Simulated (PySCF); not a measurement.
**Electron correlation in Br⁻ (bromine, charge -1)**

[Kr], closed-shell 1S. All numbers are calculated (PySCF 2.14, a scalar-relativistic core potential, in aug-cc-pVTZ-PP with ECP10MDF (6s5p4d2f, 55 functions)). Frozen: 3s2 3p6 3d10; 8 electrons correlated.

| level | correlation energy (mhartree) |
| --- | --- |
| CCSD | -189.78 |
| (T) | -7.84 |
| CCSD(T) | -197.62 |

Diagnostics: T1 = 0.0061, D1 = 0.0087, largest double amplitude 0.030.

Cost of the coupled-cluster step: about 0.5 core-seconds, for 8 correlated electrons.
